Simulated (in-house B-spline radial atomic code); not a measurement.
**PBE hybrid excitations of Ce4+**

Method: PBE hybrid with 0.6 exact exchange. Computed with a B-spline radial code for spherical atoms: linear response of the closed shell [Kr] 4d10 5s2 5p6 with the functional's adiabatic kernel; scalar-relativistic (spin-free one-electron X2C), finite nucleus, no spin-orbit coupling, no double excitations, S, P, D and F terms only; shells from n = 3 respond. Only terms of natural parity with L up to 3 were computed.

Spin-orbit coupling is strong here, so these LS terms don't match observed levels.

Command:
```bash
python run_td.py task.json out
```
Settings (radii: box in bohr, nucleus in fm):
```
Z                        58
electrons                54
configuration            [Kr] 4d10 5s2 5p6
hamiltonian              x2c
method                   pbeh
box_radius               19.1
exact_exchange_fraction  0.6
rms_radius               4.8771
intervals                71
```

Cost of the run: 2.6 s on 1 thread of Intel(R) Xeon(R) Platinum 8488C (Sapphire Rapids) (shared host).

The lowest states, in the order of their Tamm-Dancoff energies; the method's threshold (minus the highest occupied level) is 64.57 eV. Labels give the largest channel, * marks a mixed state, and oscillator strengths are full-response dipole values. Semilocal kernels can invert the small singlet-triplet splittings of Rydberg terms. Energies in eV:

| state | full response | Tamm-Dancoff | oscillator strength |
| --- | --- | --- | --- |
| 5p → 4f 3D | ? | ? | - |
| 5p → 4f 1D | 16.409 | 16.574 | - |
| 5p → 5d 3P | 23.274 | 23.350 | - |
| 5p → 5d 3F | 23.601 | 23.806 | - |
| 5p → 5d 1F | 25.669 | 25.704 | - |
| 5p → 5d 1P | 30.67 | 31.73 | 5.36 |
| 5p → 6s 3P | 31.82 | 31.83 | - |
| 5p → 6s 1P | 32.33 | 32.35 | 1.2 |
| 5s → 4f 3F | 35.41 | 35.45 | - |
| 5s → 4f 1F | 36.54 | 36.57 | - |
| 5p → 6p 3S | 36.55 | 36.57 | - |
| 5p → 6p 3D | 37.41 | 37.42 | - |
| 5p → 6p 1D | ? | ? | - |
| 5p → 6p 1S | 39.10 | 39.23 | - |

Task: Where does 5p → 4f 3D lie?

Result: At 14.041 eV in full response, 14.100 eV in Tamm-Dancoff.

Task: Where does 5p → 6p 1D lie?

Result: At 37.69 eV in full response, 37.70 eV in Tamm-Dancoff.

Task: How large is the singlet-triplet splitting of 5p → 4f (D terms) in Tamm-Dancoff?

Result: 2.47 eV, from the unrounded values.

Task: What polarisabilities and dispersion coefficient does the method give?

Result: Dipole 5.78 bohr³, quadrupole 18.37 bohr⁵, C6 32.64 hartree·bohr⁶ for two such species.
